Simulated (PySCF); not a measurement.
## Vertical excitation energies

C₃H₅GeO₃ (charge -1).
Structure used (PBE0-D3(BJ)/def2-SVP), in Å, numbered top down from 1:
```
atom  x, y, z in Å
O1     2.456    1.525    0.148
C2     2.666    0.294    0.184
O3     3.727   -0.331    0.370
C4     1.428   -0.603   -0.025
C5     0.227   -0.059   -0.213
O6    -0.934   -0.773   -0.431
Ge7   -2.479    0.004   -0.033
H8     1.557   -1.691   -0.007
H9     0.162    1.040   -0.220
H10   -3.556   -1.020   -0.436
H11   -2.571    0.315    1.478
H12   -2.652    1.310   -0.839
```

Computed with PySCF 2.14.0, density-fitted response routines, TDDFT B3LYP/def2-SVPD, vertical, gas phase, core orbitals frozen in the response. The geometry's basis has no diffuse functions, a weakness for an anion. The B3LYP/def2-SVPD calculation is non-relativistic and has no spin–orbit coupling, an omission that weighs most on germanium.

Task: Predict the UV-vis stick spectrum at this level.

Result: 

```csv
state,E (eV),ν̃ (cm⁻¹),f,|μ| (D),"main configurations (H = HOMO, L = LUMO)"
S1,3.15,25400,0.0005,0.20,H→L (95%)
S2,3.32,26780,0.028,1.50,H-1→L (95%)
S3,3.50,28210,0.0001,0.09,H→L+1 (95%)
S4,3.58,28870,0.0006,0.20,H-2→L (98%)
S5,3.65,29470,0.0042,0.55,H-1→L+1 (95%)
S6,3.92,31620,0.0046,0.56,"H-2→L+1 (60%), H-3→L (33%)"
```

The lowest singlet lies at 3.15 eV (394 nm, visible) and is dark (f under 0.0005); its leading configuration is HOMO→LUMO (95%). The strongest level in the table is S2 at 3.32 eV (373 nm, f = 0.028). Löwdin shares by element: HOMO oxygen 89% or more, carbon 6% or more; LUMO germanium 46%, hydrogen 41% or more. Orbital energies (eV): HOMO-3 -2.48, HOMO-2 -1.85, HOMO-1 -1.59, HOMO -1.42, LUMO 2.18, LUMO+1 2.58, LUMO+2 3.39. Of the 6 states listed, 1 reaches f = 0.01 and 2 stay under 0.0005. Weighted by f, the mean energy of these states is 3.43 eV. S1 lies in the visible range (380 to 750 nm), at 394 nm, dark in the vertical dipole picture (f under 0.0005); light of that wavelength is violet, and its complementary colour is yellow-green. No detachment energy is given for this anion; states above it aren't bound, and a finite basis only mimics them. Only the lowest 6 singlets were computed, as vertical energies without vibronic structure.

One conformer stands for the species.
